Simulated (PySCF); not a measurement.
## Calculated data, CH$_{6}$BGeO

Computed with PySCF 2.14.0. Calculation on a computer-drawn molecule: the log of a Hartree-Fock and frozen-core CCSD(T) single point meant for a local Hartree-Fock minimum, with one planted fault or none, to be diagnosed. Offsets are logged minus clean, where the clean run is the same molecule without the fault. The reference is restricted for singlets and unrestricted otherwise, and also for a bond in bohr or an excited solution. Adding or removing an electron swaps singlet and doublet. The excited solution moves the top pair (singlet) or top alpha electron (doublet) to the lowest empty orbital. Highest occupied and lowest empty are orbital energies over both spins, largest force is the largest gradient component, triples share is (T) over the correlation energy, the T1 limit is 0.02 restricted and 0.045 unrestricted, electrons count all cores, a negative frequency is imaginary (commonest isotopes), and the dipole is about the centre of nuclear charge; on germanium a core potential holds 10 electrons, which the energies leave out, and 3d is frozen in MP2 and coupled-cluster steps.

### CH$_{6}$BGeO

Logged structure:
```xyz
10
CH6BGeO
B      1.2657    -1.5455    -2.6353
Ge     0.6844     0.2556    -2.0042
C     -0.1094     0.6663    -0.2300
O     -1.1168     1.6435    -0.2877
H      1.0771    -2.5057    -1.9440
H      1.7806    -1.6612    -3.7096
H      0.9045     1.5406    -2.8034
H      0.6755     1.0708     0.4087
H     -0.4585    -0.2589     0.2389
H     -1.8668     1.2982    -0.7480
```

| Item | Value |
| --- | --- |
| meant charge | 0 |
| meant multiplicity | 2 |
| meant basis | cc-pVDZ |
| meant basis and core potential on germanium | cc-pVDZ-PP ECP10MDF |
| logged electrons | 58 |
| logged basis functions | 95 |
| logged SCF converged | yes |
| logged spin squared | 0 |
| logged highest occupied | -0.82548 eV |
| logged lowest empty | 7.9049 eV |
| logged largest force | 0.037445 hartree/bohr |
| logged T1 diagnostic | 0.015967 |
| logged D1 diagnostic | 0.064425 |
| logged triples share | 0.030863 |
| logged CC converged | yes |
| logged dipole magnitude | 4.4424 debye |
| logged SCF stable within its kind | yes |
| logged energy HF | -434.22438 hartree |
| logged energy CCSD(T) | -434.82365 hartree |
| possible faults | no fault, one electron removed, one electron added, multiplicity raised by two, geometry at a saddle point, SCF held on an excited solution, minimal basis STO-3G, one bond length entered in bohr, all coordinates scaled |
| planted fault | one electron added |
| HF energy offset from clean run | -2.447 kcal/mol |
| CCSD(T) energy offset from clean run | -27.47 kcal/mol |

Drawn bonds:
| atom | other atom | order |
| --- | --- | --- |
| 1 | 2 | 1 |
| 2 | 3 | 1 |
| 3 | 4 | 1 |
| 1 | 5 | 1 |
| 1 | 6 | 1 |
| 2 | 7 | 1 |
| 3 | 8 | 1 |
| 3 | 9 | 1 |
| 4 | 10 | 1 |
